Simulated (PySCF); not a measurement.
**`InChI=1S/C8H13Cl/c9-8-6-4-2-1-3-5-7-8/h6H,1-5,7H2/b8-6-`**

Molfile (atoms numbered from 1):
```
C8H13Cl
     RDKit          3D

 22 22  0  0  0  0  0  0  0  0999 V2000
    0.2095    2.2083   -1.2828 Cl  0  0  0  0  0  0  0  0  0  0  0  0
    0.2115    1.9071    0.4431 C   0  0  0  0  0  0  0  0  0  0  0  0
    1.2921    1.4192    1.0622 C   0  0  0  0  0  0  0  0  0  0  0  0
    2.3640    0.6371    0.3964 C   0  0  0  0  0  0  0  0  0  0  0  0
    1.8805   -0.8323    0.4413 C   0  0  0  0  0  0  0  0  0  0  0  0
    0.4291   -1.0713   -0.0140 C   0  0  0  0  0  0  0  0  0  0  0  0
   -0.7169   -0.7766    0.9928 C   0  0  0  0  0  0  0  0  0  0  0  0
   -1.6765    0.3862    0.6887 C   0  0  0  0  0  0  0  0  0  0  0  0
   -1.1470    1.7944    1.0410 C   0  0  0  0  0  0  0  0  0  0  0  0
    1.1755    1.2670    2.1421 H   0  0  0  0  0  0  0  0  0  0  0  0
    3.3418    0.7253    0.8953 H   0  0  0  0  0  0  0  0  0  0  0  0
    2.4861    0.9628   -0.6474 H   0  0  0  0  0  0  0  0  0  0  0  0
    1.9984   -1.2182    1.4700 H   0  0  0  0  0  0  0  0  0  0  0  0
    2.5567   -1.4391   -0.1847 H   0  0  0  0  0  0  0  0  0  0  0  0
    0.3611   -2.1358   -0.2906 H   0  0  0  0  0  0  0  0  0  0  0  0
    0.2511   -0.5195   -0.9519 H   0  0  0  0  0  0  0  0  0  0  0  0
   -0.2978   -0.6453    2.0064 H   0  0  0  0  0  0  0  0  0  0  0  0
   -1.3410   -1.6823    1.0633 H   0  0  0  0  0  0  0  0  0  0  0  0
   -1.9377    0.3678   -0.3832 H   0  0  0  0  0  0  0  0  0  0  0  0
   -2.6209    0.2262    1.2353 H   0  0  0  0  0  0  0  0  0  0  0  0
   -1.0596    1.8918    2.1358 H   0  0  0  0  0  0  0  0  0  0  0  0
   -1.8411    2.5704    0.6840 H   0  0  0  0  0  0  0  0  0  0  0  0
  1  2  1  0
  2  3  2  0
  3  4  1  0
  4  5  1  0
  5  6  1  0
  6  7  1  0
  7  8  1  0
  8  9  1  0
  9  2  1  0
  3 10  1  0
  4 11  1  0
  4 12  1  0
  5 13  1  0
  5 14  1  0
  6 15  1  0
  6 16  1  0
  7 17  1  0
  7 18  1  0
  8 19  1  0
  8 20  1  0
  9 21  1  0
  9 22  1  0
M  END
```

Method: PySCF 2.14.0, quadratic response CAM-B3LYP/aug-cc-pVDZ first hyperpolarisability, Taylor convention, gas phase. Geometry: PBE0-D3(BJ)/def2-SVP.

**Question.** Give the tensor of the static β(0;0,0) in the axes of these coordinates.

**Answer.** In au, Taylor convention; rows are the first index (the induced dipole):
|  | xx | yy | zz | xy | xz | yz |
| --- | --- | --- | --- | --- | --- | --- |
| x | -25.9 | +6.1 | -12.0 | -8.1 | -26.7 | -11.5 |
| y | -8.1 | -9.2 | -2.5 | +6.1 | -11.5 | -3.6 |
| z | -26.7 | -3.6 | -49.0 | -11.5 | -12.0 | -2.5 |

Norm of βᵢ = ⅓ Σⱼ (βᵢⱼⱼ + βⱼᵢⱼ + βⱼⱼᵢ): 87.7 au, hyper-Rayleigh value 35.2 au.
